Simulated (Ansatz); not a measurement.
A run of Ansatz (development build ahead of 0.2.0) on doublet RhH₂ at this shape:

```xyz
3

Rh    0.0000    0.0000    0.0000
H     0.0000    1.5135    0.7058
H     0.0000   -1.5135    0.7058
```

Its results:

```
Converged                       : yes
Total energy                    : -111.65230 hartree
Spin squared of the determinant : 0.771
Stability test                  : minimum
```

Problem. Which input gives this output? Name the method, the orbitals and the basis set, and write the input.

Solution. PBE0 (unrestricted) in def2-TZVPP. The basis set brings a core potential for Rh, so the total leaves out those core electrons.

```yaml
crystal:
  periodic: [false, false, false]
  atoms:
    - { symbol: Rh, position_ang: [0.0, 0.0, 0.0] }
    - { symbol: H, position_ang: [0.0, 1.51353, 0.70577] }
    - { symbol: H, position_ang: [0.0, -1.51353, 0.70577] }
basis:
  gaussian: { orbitals: def2-TZVPP }
magnetization:
  spin_polarized: true
  initial_magnetization: 1
hamiltonian:
  xc: pbe0
```

Caution: other spin multiplicities were not run.
